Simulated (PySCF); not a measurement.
Electron correlation in As²⁺ (arsenic, charge +2)

[Ar] 3d10 4s2 4p1, 2P determinant. Calculation: PySCF 2.14, in cc-pVDZ-DK (5s4p2d, 27 functions); the spin-free X2C one-electron Hamiltonian (Gaussian nucleus). Frozen: [Ar] 3d10; 3 electrons correlated.

MP2 pair energies summed by pair of shells (mhartree):

```json
{"pair": "4s-4s", "energy": "-19.26", "share (%)": "58.8"}
{"pair": "4s-4p", "energy": "-13.47", "share (%)": "41.2"}
```

Total MP2 correlation energy: -32.72 mhartree.

Same-spin part -2.08 and opposite-spin part -30.65 mhartree; SCS-MP2 scales them by 1/3 and 6/5 to -37.47 mhartree.

```csv
level,correlation energy (mhartree)
CCSD,-48.13
(T),-0.38
CCSD(T),-48.51
```

Diagnostics: T1 = 0.0077, D1 = 0.0186, largest double amplitude 0.097.

Cost of the coupled-cluster step: 0.09 s of wall time on 1 thread of Neoverse-V1 (shared host), for 3 correlated electrons.

Iterations:

```
CC2 = 0
CCSD nocc = (np.int64(2), np.int64(1)), nmo = (13, 13)
frozen orbitals [[0, 1, 2, 3, 4, 5, 6, 7, 8, 9, 10, 11, 12, 13], [0, 1, 2, 3, 4, 5, 6, 7, 8, 9, 10, 11, 12, 13]]
max_cycle = 100
direct = 0
conv_tol = 1e-08
conv_tol_normt = 1e-06
diis_space = 8
diis_start_cycle = 0
Init t2, MP2 energy = -0.0327224888179607
Init E_corr(UCCSD) = -0.0327224888231022
cycle = 1  E_corr(UCCSD) = -0.0428143595554664  dE = -0.0100918707  norm(t1,t2) = 0.0459735
cycle = 2  E_corr(UCCSD) = -0.0461423934595965  dE = -0.0033280339  norm(t1,t2) = 0.0176577
cycle = 3  E_corr(UCCSD) = -0.0481384924814454  dE = -0.00199609902  norm(t1,t2) = 0.00732597
cycle = 4  E_corr(UCCSD) = -0.0481226481633191  dE = 1.58443181e-05  norm(t1,t2) = 0.000742686
cycle = 5  E_corr(UCCSD) = -0.0481311731409517  dE = -8.52497763e-06  norm(t1,t2) = 6.53271e-05
cycle = 6  E_corr(UCCSD) = -0.0481288701711264  dE = 2.30296983e-06  norm(t1,t2) = 9.61303e-06
cycle = 7  E_corr(UCCSD) = -0.0481298216421759  dE = -9.5147105e-07  norm(t1,t2) = 2.62657e-06
cycle = 8  E_corr(UCCSD) = -0.0481295756040669  dE = 2.46038109e-07  norm(t1,t2) = 7.48332e-07
cycle = 9  E_corr(UCCSD) = -0.0481295828865152  dE = -7.28244832e-09  norm(t1,t2) = 8.80752e-08
UCCSD converged
E(UCCSD) = -2257.957781965826  E_corr = -0.04812958288651521
UCCSD(T) correction = -0.000383940631324939
```
